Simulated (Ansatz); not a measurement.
Isolated molecules relaxed with PBE0-D4/def2-TZVP in Ansatz; ΔE leaves out vibrations. CCSD(T)/CBS is the MP2 limit (def2-TZVPP, def2-QZVPP) plus CCSD(T) − MP2 in def2-TZVPP, frozen cores. Functionals use def2-TZVPP. B3LYP here is the variant with VWN-RPA as its local correlation; programs differ in this. Each species was taken in one conformer, which may not be the lowest.

Reaction (cleavage of the Si–Si bond): `OC(O)[SiH2][SiH3]` + `C=C=C(O)Cl` → `C=C=C(Cl)O[SiH3]` + `OC(O)[SiH3]`

| level | ΔE (kcal/mol) | difference from CCSD(T)/CBS |
| --- | --- | --- |
| PBE-D4 | -13.7 | 6.0 |
| PBE0-D4 | -15.2 | 4.5 |
| B3LYP-D4 | -19.8 | -0.1 |
| ωB97M-V | -20.1 | -0.4 |
| B2PLYP | -20.7 | -1.0 |
| PBE | -13.6 | 6.1 |
| B3LYP | -19.5 | 0.2 |
| CCSD/def2-TZVPP | -20.2 | -0.5 |
| HF/def2-QZVPP | -25.0 | -5.3 |
| HF/CBS(def2) | -25.1 | -5.4 |
| CCSD(T)/CBS | -19.7 | 0 |

Largest T1 diagnostic among the species: 0.013.

In def2-TZVPP, CCSD(T) changes the Hartree–Fock value by +4.9 kcal/mol (the triples alone add +0.6 kcal/mol) and MP2 by +2.7 kcal/mol. From PBE to PBE0 (25 % exact exchange), in def2-TZVPP and without D4, ΔE moves by −1.6 kcal/mol.
